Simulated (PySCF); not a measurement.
**UHF on I⁺ (iodine, charge +1)**

Configuration: [Kr] 4d10 5s2 5p4, high-spin 3P determinant. Computed with PySCF 2.14 in def2-SVP with the def2 core potential (28 electrons) (4s4p2d, 26 functions), with scalar relativity through the core potential.

```
Total energy                                                  : -296.297095 hartree
One-electron energy                                           : -508.8105 hartree
Hartree (Coulomb) energy                                      : 233.4678 hartree
Exchange energy                                               : -20.9544 hartree
⟨S²⟩                                                          : 2.0066
⟨L²⟩                                                          : 2.020
Sum of ⟨r⟩                                                    : 28.87 bohr
Sum of ⟨r²⟩                                                   : 49.13 bohr²
Traceless quadrupole moment −½Σ⟨3z² − r²⟩ along its main axis : -2.71 e·bohr²
Time after the integrals                                      : 0.05 s of wall time on 1 thread of Neoverse-V2 (shared host)
```

```
shell  electrons  mean orbital energy (eV)  spread (eV)  rms radius, mean of both spins (bohr)
 4s α          1                   -220.94            0                                  0.793
 4s β          1                   -220.44            0                                  0.793
 4p α          3                   -162.36        0.755                                  0.849
 4p β          3                   -161.86        0.174                                  0.849
 4d α          5                   -72.347        0.801                                  0.985
 4d β          5                   -71.953        0.477                                  0.985
 5s α          1                   -34.870            0                                   2.08
 5s β          1                   -29.738            0                                   2.08
 5p α          3                   -20.483        1.648                                   2.51
 5p β          1                   -18.268            0                                   2.51
```

Energies and moments cover only the electrons outside the core potential.
